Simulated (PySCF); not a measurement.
C5H3NO.
Bonds: N1–C2 (triple), C2–C3, C3–C4 (aromatic), C4–C5 (aromatic), C5–C6 (aromatic), C6–O7 (aromatic), C3–O7 (aromatic). Hydrogens: H8 on C4; H9 on C5; H10 on C6.

Theory: PBE0-D3(BJ)/def2-SVP geometry optimisation, gas phase (PySCF 2.14.0).

Problem. What internal coordinates does the optimisation give?

Solution. 
```
  bond  length (Å)     order
 N1≡C2       1.160    triple
 C2–C3       1.416    single
 C3–C4       1.372  aromatic
 C4–C5       1.422  aromatic
 C5–C6       1.367  aromatic
 C6–O7       1.340  aromatic
 C3–O7       1.354  aromatic
 C4–H8       1.087    single
 C5–H9       1.087    single
C6–H10       1.087    single
```

Orders are formal, as drawn. A selection of angles:
```
    angle  degrees
 N1–C2–C3    178.6
 C2–C3–C4    131.7
 C2–C3–O7    118.1
 C4–C3–O7    110.2
 C3–C4–C5    105.8
 C3–C4–H8    126.0
 C5–C4–H8    128.2
 C4–C5–C6    105.9
 C4–C5–H9    127.4
 C6–C5–H9    126.7
 C5–C6–O7    110.9
C5–C6–H10    133.1
O7–C6–H10    116.1
 C3–O7–C6    107.2
```

The 5-membered ring C3–C4–C5–C6–O7 has internal angles of 105.8° to 110.9° (sum 540°, against 540° for a flat polygon); it is planar, 0.00 Å rms from its mean plane, widest ring torsion 0°. O7 (furan-type oxygen) is bent (angle 107.2°). The C–C distances run from 1.367 Å (C5–C6, aromatic) to 1.422 Å (C4–C5, aromatic), a spread of 0.055 Å. The 7 heavy atoms lie in one plane (0.001 Å rms).

Point group: Cs (tolerance 0.08 Å). Stationary, but not proved a minimum.

Hardware: one thread, Arm Neoverse V1, no GPU (shared host). Cost: 28 s. These figures are those of the optimisation.
